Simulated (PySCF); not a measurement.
Computed with PBE0/[Pt def2-SVP with ECP60, S def2-SVP, F def2-SVP], scalar-relativistic core potentials, density fitting, no spin–orbit coupling, PySCF. Open shells, if any, are unrestricted.

Problem. What spin state, shape and geometry does isolated PtSF2 take (every ligand bound to Pt)?

Solution. Formally Pt is in oxidation state +4, d6, with 2 unpaired electrons (the high-spin count would be 4). The Mulliken spin on Pt is 0.59, so most of the spin sits on the ligands and the formal count fails. The polar-tensor charge on Pt, 0.94, is far below the formal one. The lowest minimum found is a triplet of C2v symmetry with Pt–F 1.899 Å (×2), Pt–S 2.085 Å; F–Pt–F 159.0°, F–Pt–S 100.5° (×2). Its harmonic wavenumbers are 122 (b2), 188 (a1), 204 (b1), 505 (a1), 632 (a1), 656 (b2) cm⁻¹ and its dipole moment is 1.37 D.

Other isomers or separated fragments may lie lower. With open d or f shells other occupations or spin states may lie lower. No spin–orbit coupling is included, which matters more the heavier the element.
